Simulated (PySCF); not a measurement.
Compound: CH8N2Si.
SMILES: `C[SiH](N)N`

Computed with EOM-IP-CCSD/aug-cc-pVDZ in PySCF, restricted Hartree–Fock reference, frozen core, non-relativistic, gas phase, PBE0-D3(BJ)/def2-SVP geometry.

Hartree–Fock orbital energies give these Koopmans values (eV): HOMO 10.39, HOMO-1 11.06, HOMO-2 12.39, HOMO-3 13.90, HOMO-4 14.28, HOMO-5 15.22, HOMO-6 15.38, HOMO-7 17.29.

Task: What vertical ionisation energies does EOM-IP-CCSD give?

Result: 
| leading hole (HF orbital) | Koopmans (eV) | EOM-IP-CCSD (eV) | change (eV) | one-hole share |
| --- | --- | --- | --- | --- |
| HOMO | 10.39 | 9.36 | -1.03 | 0.95 |
| HOMO-1 | 11.06 | 9.74 | -1.32 | 0.94 |
| HOMO-2 | 12.39 | 11.42 | -0.97 | 0.95 |
| HOMO-3 | 13.90 | 12.87 | -1.03 | 0.94 |
| HOMO-4 | 14.28 | 13.22 | -1.06 | 0.95 |
| HOMO-5 | 15.22 | 14.13 | -1.09 | 0.95 |
| HOMO-6 | 15.38 | 14.37 | -1.01 | 0.94 |
| HOMO-7 | 17.29 | 16.21 | -1.08 | 0.95 |

Task: Does the order of the lines follow the orbital energies?

Result: Yes, no two lines change places. The corrections run from -1.32 to -0.97 eV, with a mean of -1.07 eV over the 8 lines; no line lies above its Koopmans value.

Task: At what kinetic energies would He I light (21.22 eV) eject these electrons?

Result: 11.86 eV (HOMO), 11.48 eV (HOMO-1), 9.80 eV (HOMO-2), 8.35 eV (HOMO-3), 8.00 eV (HOMO-4), 7.09 eV (HOMO-5), 6.85 eV (HOMO-6), 5.01 eV (HOMO-7).

One root was sought for each valence orbital with −ε under 21 eV, eight at most, so deeper holes and satellites are missing; no vibrational structure.

The values belong to the conformer `[CH3:1][SiH:2]([NH2:3])[NH2:4]`: H–N3–Si2–C1 53°, H–N3–Si2–C1 -175°, H–N4–Si2–C1 -56°, H–N4–Si2–C1 172°.
